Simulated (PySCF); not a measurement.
Stretching ZnB

Set-up: basis Zn x2c-TZVPPall, B x2c-TZVPPall; spin-free X2C with a Gaussian nucleus; PySCF 2.14. Energies in eV from Zn + B in their ground configurations at the same level. State: ²Π (doublet), unpaired electrons π ↑.

All columns are PBE0. A positive dipole means Zn(−)B(+).

```tsv
R (Å)	E (eV)	μ (D)	Mulliken charge on Zn (basis-dependent)	HOMO (eV)	LUMO (eV)	Mayer bond order	⟨S²⟩
1.916	-0.259	-1.89	0.16	-5.39	-2.92	1.12	0.82
2.005	-0.420	-1.91	0.17	-5.30	-2.82	1.04	0.80
2.094	-0.505	-1.90	0.18	-5.22	-2.72	0.96	0.79
2.161	-0.534	-1.89	0.18	-5.18	-2.66	0.90	0.78
2.228	-0.541	-1.86	0.18	-5.14	-2.60	0.84	0.77
2.295	-0.533	-1.82	0.17	-5.11	-2.55	0.78	0.77
2.384	-0.506	-1.77	0.16	-5.08	-2.49	0.70	0.76
2.495	-0.457	-1.68	0.15	-5.06	-2.49	0.61	0.76
2.629	-0.391	-1.56	0.13	-5.05	-2.49	0.51	0.76
2.807	-0.304	-1.38	0.11	-5.07	-2.49	0.40	0.76
```

A fit through these points gives, at Re = 2.222 Å, μ = -1.86 D and dμ/dR = 0.463 D/Å; the reduced mass is 9.392 u.

How strong is the fundamental in the double-harmonic approximation, I = 42.26·(dμ/dR)²/μred km/mol?

I = 42.26·(0.463)²/9.392 = 0.965 km/mol at PBE0.

The state was picked by a PBE0 search and need not be the measured ground state.
